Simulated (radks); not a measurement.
Results of a calculation; reference values are marked as such.
All-electron atom: neutral europium in [Xe] 4f7 6s2.

Level of theory: scalar-relativistic Kohn-Sham, exchange-only B88, spin-polarised, spherical densities, point nucleus; open shells are filled with parallel spins first (spin-orbit coupling, left out, can overturn this in heavy ions) (a radial shooting solver on a logarithmic mesh with Libxc functionals).

Energy parts (eV):
part                  energy
total             -295023.62
kinetic            316188.18
electron-nucleus  -719323.96
Hartree            114639.61
exchange            -6527.44

Orbitals (lengths in bohr, moments of r in powers of bohr; <r^-3> diverges for s and p1/2; r(max) is where P^2 peaks; r(90%) holds 90 % of the orbital's charge):
| orbital | occ. | eigenvalue (eV) | <r^-3> | r(max) | r(90%) |
|---|---|---|---|---|---|
| 1s up | 1 | -48375.16 | - | 0.01420 | 0.0403 |
| 1s down | 1 | -48375.16 | - | 0.01420 | 0.0403 |
| 2s up | 1 | -7941.834 | - | 0.08055 | 0.147 |
| 2s down | 1 | -7941.797 | - | 0.08055 | 0.147 |
| 2p up | 3 | -7075.608 | 10780 | 0.06512 | 0.137 |
| 2p down | 3 | -7075.583 | 10780 | 0.06512 | 0.137 |
| 3s up | 1 | -1746.553 | - | 0.2289 | 0.366 |
| 3s down | 1 | -1744.183 | - | 0.2288 | 0.366 |
| 3p up | 3 | -1477.039 | 2244 | 0.2245 | 0.371 |
| 3p down | 3 | -1474.680 | 2249 | 0.2244 | 0.371 |
| 3d up | 5 | -1116.515 | 303.7 | 0.1838 | 0.352 |
| 3d down | 5 | -1114.703 | 304.5 | 0.1837 | 0.352 |
| 4s up | 1 | -347.3316 | - | 0.5274 | 0.813 |
| 4s down | 1 | -341.3682 | - | 0.5271 | 0.813 |
| 4p up | 3 | -258.7194 | 497.1 | 0.5505 | 0.872 |
| 4p down | 3 | -252.7602 | 496.8 | 0.5501 | 0.872 |
| 4d up | 5 | -135.3345 | 55.90 | 0.5734 | 0.984 |
| 4d down | 5 | -129.3925 | 55.79 | 0.5728 | 0.986 |
| 5s up | 1 | -44.8557 | - | 1.228 | 1.98 |
| 5s down | 1 | -41.3116 | - | 1.244 | 2.03 |
| 5p up | 3 | -23.7094 | 65.99 | 1.396 | 2.39 |
| 5p down | 3 | -21.0582 | 60.24 | 1.424 | 2.47 |
| 4f up | 7 | -3.2177 | 6.885 | 0.5925 | 1.67 |
| 6s up | 1 | -3.1592 | - | 3.561 | 6.38 |
| 6s down | 1 | -2.8497 | - | 3.744 | 6.75 |

The highest occupied level is 6s down at -2.850 eV. For comparison, the ionisation energy in NIST's Atomic Spectra Database is 5.670 eV (measured). In exact Kohn-Sham theory the highest level is minus the ionisation energy, but local and semilocal functionals leave it too shallow, through self-interaction and a potential that decays too fast; potentials with the right tail come closer. The density falls to 0.001 e/bohr^3 at r = 5.26 bohr.
